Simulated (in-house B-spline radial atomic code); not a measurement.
Orbital energies and mean radii along the 60-electron series, configuration 1s2 2s2 2p6 3s2 3p6 3d10 4s2 4p6 4d10 4f5/2(6) 4f7/2(7) 5s1. The effective charge is n√(-2ε), a non-relativistic measure. Computed with a radial B-spline atomic code at the basis-set limit: Dirac-Hartree-Fock, jj configuration that fills j = l - 1/2 first, finite nuclei.

| ion | Z | energy of 4p3/2 (Eh) | mean radius of 4p3/2 (bohr) | energy of 4s1/2 (Eh) | mean radius of 4s1/2 (bohr) | effective charge of 4p3/2 |
| --- | --- | --- | --- | --- | --- | --- |
| Hg20+ | 80 | -39.466 | 0.42918 | -48.03 | 0.39679 | 35.537 |
| Tl21+ | 81 | -41.857 | 0.42105 | -50.84 | 0.389 | 36.598 |
| Pb22+ | 82 | -44.32 | 0.4132 | -53.739 | 0.38145 | 37.659 |
| Bi23+ | 83 | -46.852 | 0.4056 | -56.73 | 0.37412 | 38.72 |

Problem. How does the screening of 4p3/2 change?

Solution. Z less the effective charge goes from 44.46 at Z = 80 to 44.28 at Z = 83.
